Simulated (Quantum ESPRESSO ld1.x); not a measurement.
Input (ld1.x (Quantum ESPRESSO 7.5)):

```
 &input
    atom='Ce',
    iswitch=1,
    rel=2,
    dft='PW91',
    config='[Xe] 4f1 5f1',
    rel_dist='energy',
    verbosity='high',
    lsmall=.true.,
    prefix='ld1',
    max_out_wfc=37,
    file_charge='ld1.rho',
 /
```

Output (excerpt):

```
     Program LD1 v.7.5 starts

     --------------------------- All-electron run ----------------------------

     dirac relativistic calculation

     atomic number is 58.00
     dft =PW91   lsd =0 sic =0 latt =0  beta=0.20 tr2=1.0E-14
     Exchange-correlation= PW91
                           (   1   4   2   2   0   0   0)
     mesh =2085 r(mesh) = 100.64072 a.u. xmin = -8.00 dx = 0.00800
     1 Ry =  13.60569312 eV, c = 137.03599908

     n l j   nl                  e(Ry)          e(Ha)          e(eV)
     Spin orbit split results
     1 0 0.5 1S 1( 2.00)   -2958.945955542   -1479.472977771 -40258.5106386
     2 0 0.5 2S 1( 2.00)    -474.703336128    -237.351668064  -6458.6679158
     2 1 0.5 2P 1( 2.00)    -448.274733086    -224.137366543  -6099.0884532
     2 1 1.5 2P 1( 4.00)    -415.437949703    -207.718974851  -5652.3212553
     3 0 0.5 3S 1( 2.00)    -103.261161319     -51.630580660  -1404.9396724
     3 1 0.5 3P 1( 2.00)     -92.070233102     -46.035116551  -1252.6793373
     3 1 1.5 3P 1( 4.00)     -85.617571125     -42.808785563  -1164.8863987
     4 0 0.5 4S 1( 2.00)     -21.952140708     -10.976070354   -298.6740899
     4 1 0.5 4P 1( 2.00)     -17.796164737      -8.898082368   -242.1291562
     4 1 1.5 4P 1( 4.00)     -16.409033252      -8.204516626   -223.2562709
     3 2 1.5 3D 1( 4.00)     -66.049175730     -33.024587865   -898.6448160
     3 2 2.5 3D 1( 6.00)     -64.663486372     -32.331743186   -879.7915518
     5 0 0.5 5S 1( 2.00)      -4.288733106      -2.144366553    -58.3511865
     5 1 0.5 5P 1( 2.00)      -3.136180517      -1.568090258    -42.6699097
     5 1 1.5 5P 1( 4.00)      -2.924316691      -1.462158345    -39.7873555
     4 2 1.5 4D 1( 4.00)      -9.586409138      -4.793204569   -130.4297409
     4 2 2.5 4D 1( 6.00)      -9.343404755      -4.671702377   -127.1234978
     4 3 2.5 4F 1( 1.00)      -1.728670102      -0.864335051    -23.5197549
     4 3 3.5 4F 1( 0.00)      -1.703564660      -0.851782330    -23.1781780
     5 3 2.5 5F 1( 1.00)      -0.458931092      -0.229465546     -6.2440756
     5 3 3.5 5F 1( 0.00)      -0.458242041      -0.229121020     -6.2347006
     Averaged results
     1 0     1S 1( 2.00)   -2958.945955542   -1479.472977771 -40258.5106386
     2 0     2S 1( 2.00)    -474.703336128    -237.351668064  -6458.6679158
     2 1     2P 1( 6.00)    -426.383544164    -213.191772082  -5801.2436546
     3 0     3S 1( 2.00)    -103.261161319     -51.630580660  -1404.9396724
     3 1     3P 1( 6.00)     -87.768458451     -43.884229225  -1194.1507116
     4 0     4S 1( 2.00)     -21.952140708     -10.976070354   -298.6740899
     4 1     4P 1( 6.00)     -16.871410413      -8.435705207   -229.5472326
     3 2     3D 1(10.00)     -65.217762115     -32.608881058   -887.3328575
     5 0     5S 1( 2.00)      -4.288733106      -2.144366553    -58.3511865
     5 1     5P 1( 6.00)      -2.994937966      -1.497468983    -40.7482069
     4 2     4D 1(10.00)      -9.440606508      -4.720303254   -128.4459950
     4 3     4F 1( 1.00)      -1.714324135      -0.857162068    -23.3245681
     5 3     5F 1( 1.00)      -0.458537348      -0.229268674     -6.2387184

     final scf error:  5.0E-15 reached in  32 iterations

     Etot =  -17730.550111 Ry,   -8865.275055 Ha, -241236.423707 eV

     Ekin =   19024.116620 Ry,    9512.058310 Ha,  258836.292664 eV
     Encl =  -43113.148511 Ry,  -21556.574255 Ha, -586584.268206 eV
     Eh   =    6779.844582 Ry,    3389.922291 Ha,   92244.484800 eV
     Exc  =    -421.362801 Ry,    -210.681401 Ha,   -5732.932966 eV
```

Run on one thread of a shared host, so times are rough (Intel(R) Xeon(R) Processor @ 2.60GHz): 0.86 s of CPU time, 1.6 s wall, 32 iterations on 2085 mesh points.
